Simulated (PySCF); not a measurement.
# Electron correlation in Ge²⁺ (germanium, charge +2)

[Ar] 3d10 4s2, closed-shell 1S. All numbers are calculated (PySCF 2.14, the spin-free X2C one-electron Hamiltonian (Gaussian nucleus), in x2c-TZVPPall with one added diffuse shell each of s, p, d type (7s6p5d1f, 57 functions)). Frozen: [Ar] 3d10; 2 electrons correlated.

With two correlated electrons CCSD is exact within the correlated space (frozen core and kept virtual orbitals).

```tsv
level	correlation energy (mhartree)
CCSD	-38.63
```

Diagnostics: T1 = 0.0038, D1 = 0.0054, largest double amplitude 0.100.

**Question.** Is a single reference adequate?

**Answer.** Mostly. T1 lies below 0.03, but a double amplitude of this size points to a near-degeneracy that CCSD handles and MP2 describes poorly.
